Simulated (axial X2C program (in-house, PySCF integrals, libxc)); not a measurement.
# Bond lengths and stretching modes, held linear, of CoCO

Computed with an axial X2C code built on PySCF integrals: two-component X2C with atomic mean-field Coulomb and Gaunt terms, Gaussian nuclei, basis Co dyall-v3z, C dyall-v3z, O dyall-av3z with contracted cores. Spin-free rows use the one-electron spin-free X2C Hamiltonian.

Masses Co 58.933, C 12.000, O 15.995 u. States: 2c Ω = 5/2 (beyond evenly filled blocks: ω = 5/2); spin-free M_S = 1/2, Λ = 2 (beyond evenly filled blocks: δ+α, δ+β, δ-α).

PBE0, spin-free: energies above the lowest point

| r(Co–C) (Å) | r(C–O) (Å) | E (meV) |
| --- | --- | --- |
| 1.6448 | 1.1193 | 72.26 |
| 1.6448 | 1.1480 | 20.42 |
| 1.6448 | 1.1767 | 56.58 |
| 1.6870 | 1.1193 | 42.13 |
| 1.6870 | 1.1480 | 0.00 |
| 1.6870 | 1.1767 | 45.37 |
| 1.6870 | 1.2054 | 161.80 |
| 1.7292 | 1.1193 | 42.57 |
| 1.7292 | 1.1480 | 9.83 |
| 1.7292 | 1.1767 | 64.42 |
| 1.7714 | 1.1480 | 41.37 |
| 1.7714 | 1.2054 | 238.19 |

Task: Fit a quadratic surface with cubic terms in each bond: where is the minimum, and what are the two stretching wavenumbers?

Result: At PBE0, spin-free: bonds 1.694 and 1.146 Å; harmonic stretches 480.9 and 2032.6 cm⁻¹; force constants 2.59, 17.2 and coupling 1.20 mdyn/Å.

The other levels and Hamiltonians give:

```csv
Hamiltonian,level,r(Co–C) (Å),r(C–O) (Å),lower stretch (cm⁻¹),upper stretch (cm⁻¹)
2c,PBE0,1.693,1.146,481.3,2031.9
2c,HF,1.896,1.141,430.7,2170.7
2c,PBE,1.663,1.169,610.7,1984.5
spin-free,HF,0.983,1.141,1069.9,2555.8
spin-free,PBE,1.664,1.168,610.8,1984.6
```

Each state is one determinant, the lowest of a limited PBE0 search; the stretches come from a fit to these few points and carry an uncertainty of a few per cent. Other orders of the atoms were not compared. Left out for rough or failed fits: MP2 2c, MP2 spin-free. The levels spread by more than a fifth, so the stretches depend strongly on the method. The molecule was held linear; bending was not examined, so a bent shape may lie lower. Note: functional without a current term on a determinant with orbital currents, of the molecule or an atom.
